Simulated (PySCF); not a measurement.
## TiOBr2, singlet: computed properties

Level of theory: PBE0/[Ti def2-SVP, O def2-SVP, Br def2-SVP], no relativity, density fitting, PySCF.

The structure is a minimum.

```xyz
4
charge 0 multiplicity 1, angstrom
Ti    0.0000    0.0000    0.6009
O     0.0000    0.0000    2.1675
Br    2.1470    0.0000   -0.4030
Br   -2.1470    0.0000   -0.4030
```

```json
{
 "Point group": "C2v",
 "Bond lengths": "Ti–Br 2.370 Å (×2), Ti–O 1.567 Å",
 "Bond angles": "Br–Ti–Br 129.9°, Br–Ti–O 115.1° (×2)",
 "Enthalpy at 298.15 K above 0 K": "17.69 kJ/mol",
 "Dipole moment": "0.46 D",
 "Lowest empty level": "-3.92 eV",
 "Heat capacity Cp at 298.15 K": "71.6 J/(mol K)",
 "Rotational symmetry number": "2",
 "Principal polarisabilities": "35.5, 56.6, 91.8 bohr³",
 "Entropy at 298.15 K and 1 bar": "352.1 J/(mol K)",
 "Zero-point energy": "13.0 kJ/mol",
 "Atomisation energy without zero-point energy": "1448 kJ/mol",
 "Principal quadrupole moments (Buckingham, traceless) about the centre of mass": "-5.39, -4.73, 10.12 D Å",
 "Rotational constants": "0.1427, 0.02317, 0.01993 cm⁻¹",
 "Highest occupied level": "-8.60 eV"
}
```

Harmonic modes (masses in u: Ti 47.948, O 15.995, Br 78.918):
| symmetry | ω (cm⁻¹) | IR (km/mol) | type |
| --- | --- | --- | --- |
| b1 | 41 | 57.4 | bend |
| a1 | 79 | 1.2 | bend |
| b2 | 193 | 1.1 | bend |
| a1 | 265 | 10.2 | mixed |
| b2 | 437 | 135 | mixed |
| a1 | 1159 | 222 | stretch |

In C2v the vibrations span b1 + 3a1 + 2b2. Here b1 is antisymmetric to the molecular plane and b2 lies in it.

Charges (e):
```json
{"atom": "Ti1", "Mulliken": "0.83", "Löwdin": "0.16", "polar tensor": "1.91", "Mayer order to Ti1": "–"}
{"atom": "O2", "Mulliken": "-0.33", "Löwdin": "-0.06", "polar tensor": "-0.75", "Mayer order to Ti1": "2.31"}
{"atom": "Br3,4", "Mulliken": "-0.25", "Löwdin": "-0.05", "polar tensor": "-0.58", "Mayer order to Ti1": "1.21"}
```

Mulliken populations on Ti1: s 6.22, p 12.56, d 2.33, f 0.05.

Formally Ti is in oxidation state +4, d0. The polar-tensor charge on Ti, 1.91, is far below the formal one.

Other isomers or separated fragments may lie lower.

The final relaxation and frequency run took about 3 core-minutes on a shared host.
